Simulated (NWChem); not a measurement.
System: C6H7, doublet; SMILES [C]1=CC=CCC1

Output (shortened):

```
             Northwest Computational Chemistry Package (NWChem) 7.3.0
             --------------------------------------------------------

                             Geometry "geometry" -> ""
                             -------------------------

 Output coordinates in angstroms (scale by  1.889725989 to convert to a.u.)

  No.       Tag          Charge          X              Y              Z
 ---- ---------------- ---------- -------------- -------------- --------------
    1 C                    6.0000    -1.42102800    -0.01260800     0.08704300
    2 C                    6.0000    -0.87629100    -1.22361100     0.12652000
    3 C                    6.0000     0.57636900    -1.31127800    -0.10913800
    4 C                    6.0000     1.33886600    -0.20425600    -0.08941500
    5 C                    6.0000     0.74470000     1.14109400     0.23135300
    6 C                    6.0000    -0.72644300     1.25751800    -0.21071100
    7 H                    1.0000    -1.45751200    -2.13477400     0.29821000
    8 H                    1.0000     1.02021600    -2.29471200    -0.29037600
    9 H                    1.0000     2.42005700    -0.27719000    -0.23898800
   10 H                    1.0000     1.33325100     1.95491800    -0.22066600
   11 H                    1.0000     0.80902800     1.29342600     1.32724600
   12 H                    1.0000    -0.79188300     1.44390100    -1.30070200
   13 H                    1.0000    -1.20363100     2.12085700     0.27958200

 Effective nuclear repulsion energy (a.u.)     209.6304045844

                                 NWChem DFT Module
                                 -----------------

 Summary of "ao basis" -> "ao basis" (spherical)
 ------------------------------------------------------------------------------
       Tag                 Description            Shells   Functions and Types
 ---------------- ------------------------------  ------  ---------------------
 C                          def2-svp                 6       14   3s2p1d
 H                          def2-svp                 3        5   2s1p

 in cosmo_initialize ...

 solvent parameters
 solvname_short: unkn
 solvname_long:  unknown
 dielec:       37.5000

          ---------------
          -cosmo- solvent
          ---------------
 Cosmo: York-Karplus, doi: 10.1021/jp992097l
 dielectric constant -eps-     =  37.50
 screen = (eps-1)/(eps    )    =   0.97333
 surface charge correction     = lagrangian

   van der Waals surface
 --------------------------

 ---------- ATOMIC COORDINATES (A.U.) ------------ VDWR(ANG.) --
     1   -2.68535354   -0.02382567    0.16448742     2.000
     2   -1.65594988   -2.31228951    0.23908813     2.000
     3    1.08917948   -2.47795611   -0.20624091     2.000
     4    2.53008988   -0.38598787   -0.16896985     2.000
     5    1.40727894    2.15635499    0.43719378     2.000
     6   -1.37277822    2.37636445   -0.39818605     2.000
     7   -2.75429831   -4.03413791    0.56353519     1.300
     8    1.92792869   -4.33637690   -0.54873107     1.300
     9    4.57324461   -0.52381315   -0.45162183     1.300
    10    2.51947906    3.69425935   -0.41699827     1.300
    11    1.52884124    2.44422073    2.50813126     1.300
    12   -1.49644189    2.72857724   -2.45797037     1.300
    13   -2.27453278    4.00783859    0.52833337     1.300
 number of segments per atom =         32
 number of   points per atom =         32
 atom (   nspa,  nppa )
 ----------------------
    1 (     15,     0 )       0
    2 (     16,     0 )       0
    3 (     15,     0 )       0
    4 (     12,     0 )       0
    5 (     10,     0 )       0
    6 (     10,     0 )       0
    7 (     15,     0 )       0
    8 (     15,     0 )       0
    9 (     16,     0 )       0
   10 (     15,     0 )       0
   11 (     16,     0 )       0
   12 (     15,     0 )       0
   13 (     14,     0 )       0
 number of -cosmo- surface points =      184
 molecular surface =    129.915 angstrom**2
 molecular volume  =    112.490 angstrom**3
 G(cav/disp)       =      1.510 kcal/mol
 -lineq- algorithm             =   0
 -bem- low  level              =   2
 -bem- from -octahedral-
 gaussian surface charge width =   4.50000
 degree of switching           =   1.00000
 switching function tolerance  =   0.00010
 atomic radii =
 --------------
    1  6.000  2.000
    2  6.000  2.000
    3  6.000  2.000
    4  6.000  2.000
    5  6.000  2.000
    6  6.000  2.000
    7  1.000  1.300
    8  1.000  1.300
    9  1.000  1.300
   10  1.000  1.300
   11  1.000  1.300
   12  1.000  1.300
   13  1.000  1.300
 ...... end of -cosmo- initialization ......

            General Information
            -------------------
          SCF calculation type: DFT
          Wavefunction type:  spin polarized.
          No. of atoms     :    13
          No. of electrons :    43
           Alpha electrons :    22
            Beta electrons :    21
          Charge           :     0
          Spin multiplicity:     2
          Use of symmetry is: off; symmetry adaption is: off
          Maximum number of iterations: 150
          AO basis - number of functions:   119
                     number of shells:    57
          Convergence on energy requested:  1.00D-06
          Convergence on density requested:  1.00D-05
          Convergence on gradient requested:  5.00D-04

              XC Information
              --------------
                         PBE0 Method XC Functional
                     Hartree-Fock (Exact) Exchange  0.250
          PerdewBurkeErnzerhof Exchange Functional  0.750
            Perdew 1991 LDA Correlation Functional  1.000 local
           PerdewBurkeErnz. Correlation Functional  1.000 non-local

             Grid Information
             ----------------
          Grid used for XC integration:  medium
          Radial quadrature: Mura-Knowles
          Angular quadrature: Lebedev.
          Tag              B.-S. Rad. Rad. Pts. Rad. Cut. Ang. Pts.
          ---              ---------- --------- --------- ---------
          C                   0.70       49          11.0       434
          H                   0.35       45          12.0       434
          Grid pruning is: on
          Number of quadrature shells:   609
          Spatial weights used:  Erf1

      Superposition of Atomic Density Guess
      -------------------------------------

 Sum of atomic energies:        -229.24381624

      Non-variational initial energy
      ------------------------------

[...]

                                   COSMO solvation results
                                   -----------------------

                 gas phase energy =      -232.287004149374
                 sol phase energy =      -232.291064709313
 (electrostatic) solvation energy =         0.004060559939 (    2.55 kcal/mol)

                    DFT Final Alpha Molecular Orbital Analysis
                    ------------------------------------------

 Vector   20  Occ=1.000000D+00  E=-3.316547D-01
              MO Center= -1.6D-01, -6.4D-01, -1.7D-03, r^2= 2.8D+00
   Bfn.  Coefficient  Atom+Function         Bfn.  Coefficient  Atom+Function
  ----- ------------  ---------------      ----- ------------  ---------------
    34      0.314602   3 C  pz               20      0.308236   2 C  pz
     6      0.216664   1 C  pz               37      0.200786   3 C  pz
    23      0.192046   2 C  pz               48      0.179693   4 C  pz
     9      0.127153   1 C  pz               51      0.104846   4 C  pz
    76     -0.104455   6 C  pz              110      0.104088  12 H  s

 Vector   21  Occ=1.000000D+00  E=-2.496185D-01
              MO Center= -1.1D+00,  3.2D-03,  8.4D-02, r^2= 2.8D+00
   Bfn.  Coefficient  Atom+Function         Bfn.  Coefficient  Atom+Function
  ----- ------------  ---------------      ----- ------------  ---------------
     4      0.510770   1 C  px                7      0.393952   1 C  px
     3     -0.286740   1 C  s                60      0.194602   5 C  px
    32      0.190591   3 C  px               74     -0.188867   6 C  px
    18     -0.154665   2 C  px                2     -0.137068   1 C  s
    63      0.130951   5 C  px               85      0.129798   7 H  s

 Vector   22  Occ=1.000000D+00  E=-2.354832D-01
              MO Center= -6.1D-02, -3.0D-01, -5.6D-03, r^2= 3.2D+00
   Bfn.  Coefficient  Atom+Function         Bfn.  Coefficient  Atom+Function
  ----- ------------  ---------------      ----- ------------  ---------------
     6      0.333292   1 C  pz               48     -0.301031   4 C  pz
    34     -0.267427   3 C  pz                9      0.253016   1 C  pz
    51     -0.231800   4 C  pz               20      0.216048   2 C  pz
    37     -0.216022   3 C  pz               23      0.172127   2 C  pz
   110      0.141584  12 H  s               105      0.132557  11 H  s

 Vector   23  Occ=0.000000D+00  E=-3.069018D-02
              MO Center= -3.1D-03, -3.8D-01,  5.1D-03, r^2= 3.5D+00
   Bfn.  Coefficient  Atom+Function         Bfn.  Coefficient  Atom+Function
  ----- ------------  ---------------      ----- ------------  ---------------
    51      0.446710   4 C  pz                9      0.414266   1 C  pz
    48      0.348133   4 C  pz                6      0.335587   1 C  pz
    23     -0.325484   2 C  pz               37     -0.295974   3 C  pz
    20     -0.247059   2 C  pz               34     -0.224774   3 C  pz
   116     -0.135523  13 H  s                50     -0.125143   4 C  py

 Vector   24  Occ=0.000000D+00  E= 6.849112D-02
              MO Center=  4.1D-02,  6.1D-01, -2.7D-02, r^2= 6.3D+00
   Bfn.  Coefficient  Atom+Function         Bfn.  Coefficient  Atom+Function
  ----- ------------  ---------------      ----- ------------  ---------------
    59      1.229434   5 C  s                73      1.197586   6 C  s
   111     -0.844530  12 H  s               106     -0.799473  11 H  s
   101     -0.678216  10 H  s               116     -0.620898  13 H  s
    23      0.432646   2 C  pz               37     -0.411399   3 C  pz
     3     -0.274206   1 C  s                96     -0.250498   9 H  s

 Vector   25  Occ=0.000000D+00  E= 8.430205D-02
              MO Center=  6.2D-01, -7.0D-01, -1.0D-01, r^2= 6.9D+00
   Bfn.  Coefficient  Atom+Function         Bfn.  Coefficient  Atom+Function
  ----- ------------  ---------------      ----- ------------  ---------------
    96      0.874781   9 H  s                91      0.801633   8 H  s
    59     -0.683339   5 C  s                86      0.653260   7 H  s
   101      0.636938  10 H  s                31     -0.550374   3 C  s
   116      0.465203  13 H  s                45     -0.431495   4 C  s
    73     -0.419605   6 C  s                49     -0.363740   4 C  px

                     DFT Final Beta Molecular Orbital Analysis
                     -----------------------------------------

 Vector   19  Occ=1.000000D+00  E=-3.529539D-01
              MO Center=  3.3D-01,  4.3D-02,  2.5D-02, r^2= 3.9D+00
   Bfn.  Coefficient  Atom+Function         Bfn.  Coefficient  Atom+Function
  ----- ------------  ---------------      ----- ------------  ---------------
    47      0.273086   4 C  py               61     -0.270950   5 C  py
    90      0.221390   8 H  s                75      0.212036   6 C  py
    33     -0.197783   3 C  py              115      0.192926  13 H  s
     5     -0.186564   1 C  py               19      0.155869   2 C  py
    95     -0.148843   9 H  s                64     -0.147845   5 C  py

 Vector   20  Occ=1.000000D+00  E=-3.306230D-01
              MO Center= -9.9D-02, -7.0D-01,  2.2D-02, r^2= 2.7D+00
   Bfn.  Coefficient  Atom+Function         Bfn.  Coefficient  Atom+Function
  ----- ------------  ---------------      ----- ------------  ---------------
    20      0.332532   2 C  pz               34      0.308991   3 C  pz
    23      0.218424   2 C  pz               37      0.193968   3 C  pz
    48      0.189955   4 C  pz                6      0.180002   1 C  pz
    51      0.113684   4 C  pz              105     -0.098326  11 H  s
    45     -0.097511   4 C  s                62     -0.097781   5 C  pz

 Vector   21  Occ=1.000000D+00  E=-2.289873D-01
              MO Center=  3.5D-02, -3.7D-01,  1.1D-02, r^2= 3.2D+00
   Bfn.  Coefficient  Atom+Function         Bfn.  Coefficient  Atom+Function
  ----- ------------  ---------------      ----- ------------  ---------------
    48      0.337250   4 C  pz               20     -0.280347   2 C  pz
     6     -0.274412   1 C  pz               51      0.270820   4 C  pz
    23     -0.240723   2 C  pz               34      0.230785   3 C  pz
     9     -0.189610   1 C  pz               37      0.188251   3 C  pz
   105     -0.135485  11 H  s               110     -0.124933  12 H  s

 Vector   22  Occ=0.000000D+00  E=-6.696521D-02
              MO Center= -1.5D+00, -2.2D-02,  1.1D-01, r^2= 2.3D+00
   Bfn.  Coefficient  Atom+Function         Bfn.  Coefficient  Atom+Function
  ----- ------------  ---------------      ----- ------------  ---------------
     3      0.494683   1 C  s                 4     -0.469359   1 C  px
     7     -0.404610   1 C  px               73     -0.342121   6 C  s
    59      0.245796   5 C  s                31      0.235649   3 C  s
    63     -0.176003   5 C  px               35     -0.165892   3 C  px
    86     -0.149937   7 H  s                60     -0.142344   5 C  px

 Vector   23  Occ=0.000000D+00  E=-1.958087D-02
              MO Center= -4.3D-02, -3.3D-01,  3.8D-03, r^2= 3.6D+00
   Bfn.  Coefficient  Atom+Function         Bfn.  Coefficient  Atom+Function
  ----- ------------  ---------------      ----- ------------  ---------------
    51      0.437876   4 C  pz                9      0.418692   1 C  pz
    37     -0.367741   3 C  pz                6      0.355519   1 C  pz
    48      0.328851   4 C  pz               34     -0.271864   3 C  pz
    23     -0.229527   2 C  pz               20     -0.176839   2 C  pz
   116     -0.164598  13 H  s               111      0.153065  12 H  s

 Vector   24  Occ=0.000000D+00  E= 7.006496D-02
              MO Center=  8.1D-02,  7.3D-01, -4.9D-02, r^2= 6.4D+00
   Bfn.  Coefficient  Atom+Function         Bfn.  Coefficient  Atom+Function
  ----- ------------  ---------------      ----- ------------  ---------------
    59      1.284422   5 C  s                73      1.216071   6 C  s
   111     -0.878955  12 H  s               106     -0.816931  11 H  s
   101     -0.751410  10 H  s               116     -0.596727  13 H  s
    23      0.398195   2 C  pz               37     -0.377064   3 C  pz
    96     -0.296757   9 H  s                 3     -0.270712   1 C  s

   alpha - beta orbital overlaps
   -----------------------------

   alpha      1      2      3      4      5      6      7      8      9     10
    beta      2      1      3      5      4      6      7      8      9     10
 overlap   0.990  1.000  1.000  0.721  0.982  0.730  0.996  0.995  0.987  0.999

   alpha     11     12     13     14     15     16     17     18     19     20
    beta     11     12     13     14     15     16     17     18     19     20
 overlap   0.990  0.990  0.977  0.991  0.995  0.998  0.915  0.898  0.986  0.996

   alpha     21     22     23     24     25     26     27     28     29     30
    beta     22     21     23     24     25     26     27     28     29     30
 overlap   0.954  0.988  0.985  0.996  0.994  0.992  0.987  0.995  0.998  0.998

   alpha     31     32     33     34     35     36     37     38     39     40
    beta     31     32     34     33     35     36     37     38     39     40
 overlap   0.997  0.996  0.933  0.931  0.995  0.987  0.761  0.766  0.995  0.955

   alpha     41     42     43     44     45     46     47     48     49     50
    beta     41     42     43     44     45     46     47     48     49     50
 overlap   0.907  0.961  0.639  0.797  0.625  0.822  0.867  0.938  0.967  0.933

[...]
```

Level: PBE0/def2-SVP, spin-unrestricted, COSMO on the gas-phase geometry. All runs use the structure optimised with PBE0/def2-SVP, spin-unrestricted. No stability test was run on the SCF state. COSMO prints the solvation energy as gas minus solution, so a positive value is a stabilisation.

Q: Reconstruct the input file.

A: Several could match; the one computed here: the input that was run:
```
start job
memory heap 200 mb stack 900 mb global 1100 mb
geometry units angstroms noautosym nocenter noautoz
  C     -1.421028    -0.012608     0.087043
  C     -0.876291    -1.223611     0.126520
  C      0.576369    -1.311278    -0.109138
  C      1.338866    -0.204256    -0.089415
  C      0.744700     1.141094     0.231353
  C     -0.726443     1.257518    -0.210711
  H     -1.457512    -2.134774     0.298210
  H      1.020216    -2.294712    -0.290376
  H      2.420057    -0.277190    -0.238988
  H      1.333251     1.954918    -0.220666
  H      0.809028     1.293426     1.327246
  H     -0.791883     1.443901    -1.300702
  H     -1.203631     2.120857     0.279582
end
basis spherical
  C library def2-svp
  H library def2-svp
end
dft
  odft
  mult 2
  xc pbe0
  iterations 150
end
cosmo
  dielec 37.5
end
task dft energy
```
